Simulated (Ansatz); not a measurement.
Reactions of C2H8Al2Si, SMILES `[SiH3][AlH][Al]1[CH2][CH2]1`.

Program: Ansatz. Geometries: PBE0-D4/def2-TZVP. ΔE: electronic, gas phase. CCSD(T)/CBS is the MP2 limit (def2-TZVPP, def2-QZVPP) plus CCSD(T) − MP2 in def2-TZVPP, frozen cores. This one scheme is used for every species. For Br outer-core shells are correlated without core-valence functions, which leaves a few kJ/mol of doubt a bond. Scalar relativity is left out up to krypton. Each species was taken in one conformer, which may not be the lowest.

(1) Order these by ΔE at CCSD(T)/CBS, lowest first. (Best estimate.)
A. `[SiH3][AlH][Al]1[CH2][CH2]1` + H₂S → `[SiH3][AlH][SH]` + `[CH2]1[CH2][AlH]1`
B. `[SiH3][AlH][Al]1[CH2][CH2]1` + HCl → `[Cl][Al]1[CH2][CH2]1` + `[AlH2][SiH3]`
C. `[SiH3][AlH][Al]1[CH2][CH2]1` + HBr → `[SiH3][AlH][Br]` + `[CH2]1[CH2][AlH]1`
D. `[SiH3][AlH][Al]1[CH2][CH2]1` + PH₃ → `[SiH3][AlH][PH2]` + `[CH2]1[CH2][AlH]1`

Largest T1 diagnostic: 0.017, for `[SiH3][AlH][Al]1[CH2][CH2]1`.

Results:

(1) C (-135.0 kJ/mol), B (-115.4 kJ/mol), A (-87.1 kJ/mol), D (-15.8 kJ/mol).
